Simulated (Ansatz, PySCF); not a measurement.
Process, species as SMILES: [SiH3][SiH3] → [SiH2][SiH3] + H atom (the H-Si bond at the site shown breaks; other sites are not compared here)
Each molecule is optimised on its own at B3LYP-D3(BJ)/def2-TZVP (Ansatz, a first-principles code).

Quantity: bond dissociation energy (0 K, with B3LYP-D3(BJ) harmonic zero-point energies from PySCF), in kJ/mol. Valence correlation only, unless marked. UHF or UKS for open shells. Spin-orbit coupling is left out. No relativistic terms. CBS(X,Y): correlation extrapolated as X^-3; Hartree-Fock from the larger set. [CCSD(T)-MP2]/basis is that difference in the basis named.

```json
[
 {"level": "PBE0/def2-SVP", "program": "Ansatz", "bond dissociation energy (kJ/mol)": "345.1"},
 {"level": "PBE0-D4/def2-TZVP", "program": "Ansatz + dftd4", "bond dissociation energy (kJ/mol)": "346.8"}
]
```

### Question
Estimate the value at RI-MP2/CBS(def2-TZVPPD,def2-QZVPPD)+[CCSD(T)-MP2]/def2-TZVPPD as computed with Ansatz.

### Answer
368.4 kJ/mol, so PBE0-D4/def2-TZVP differs from it by -21.6 kJ/mol.
